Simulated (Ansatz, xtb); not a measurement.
C5H9NS2: 9 structures ranked

9 gas-phase structures of C5H9NS2, from a drawn sample of its isomers (lower ones may exist). Each was relaxed with GFN2-xTB; where two conformers were screened, the lower at r2SCAN-D4/def2-SVP is listed:

A. `C/C(S)=C/C=C(\N)S`, a singlet
B. `CC(=S)C/C=C(\N)S`, a singlet
C. `C/C(S)=C/C=C(/N)S`, a singlet
D. `C=C(S)CCC(N)=S`, a singlet
E. `C/C(S)=C\C=C(/N)S`, a singlet
F. `C/C(S)=C\C=C(\N)S`, a singlet
G. `CC(=S)CCC(N)=S`, a singlet
H. `[H]/N=C(/S)CCC(=C)S`, a singlet
I. `[H]/N=C(\S)CCC(C)=S`, a singlet

Task: Which do you expect lowest at r2SCAN-D4/def2-SVP, and how would the others follow?

Result: Calculated order at r2SCAN-D4/def2-SVP: G (0.0), D (5.7), I (16.2), C (17.9), A (18.0), B (18.4), F (18.9), E (20.7), H (22.1) kcal/mol. Less than 1 kcal/mol parts C and A; A and B; B and F, so the order within those pairs means little.

Energies above the lowest of each column, in kcal/mol; the last columns are at PBE0-D3(BJ)/def2-SVP geometries and were run for some of them only (a dash: not run or not comparable):

```csv
structure,GFN2-xTB,HF/STO-3G,r2SCAN-D4/def2-SVP,PBE0-D3(BJ)/def2-SVP,CCSD(T)/def2-SVP + ΔMP2/def2-TZVPP
G,0.0,7.7,0.0,0.0,0.0
D,7.4,7.2,5.7,6.1,3.9
I,10.0,4.7,16.2,16.4,12.6
C,16.1,6.0,17.9,18.1,15.5
A,16.5,7.1,18.0,18.1,15.2
B,15.8,13.1,18.4,18.4,15.8
F,15.5,5.5,18.9,–,–
E,15.7,7.8,20.7,–,–
H,16.6,0.0,22.1,–,–
```

CCSD(T)/def2-SVP + ΔMP2/def2-TZVPP puts G lowest of those it was run on; HF/STO-3G picks H. CCSD(T)/def2-SVP + ΔMP2/def2-TZVPP orders those it was run on as G (0.0), D (3.9), I (12.6), A (15.2), C (15.5), B (15.8) kcal/mol. Less than 1 kcal/mol parts A and C; C and B, so the order within those pairs means little. Some further structures that were screened fall inside this span and aren't listed. Flexible structures stand in one conformer each, not always the lowest. Frequencies (GFN2-xTB) were run for A, B, C, D, G, I alone. The ΔMP2 step shifts differences by up to 3.6 kcal/mol, which makes them less sure. ΔMP2 is the change of the MP2 energy from the smaller to the larger basis.

Over these structures GFN2-xTB departs from r2SCAN-D4/def2-SVP by 2.0 kcal/mol on average once a common shift is removed. A GFN2-xTB relaxation took about 0.42 s and the r2SCAN-D4/def2-SVP energy about 6 s on a shared host (Ansatz 0.2.0, xtb 6.7.1).
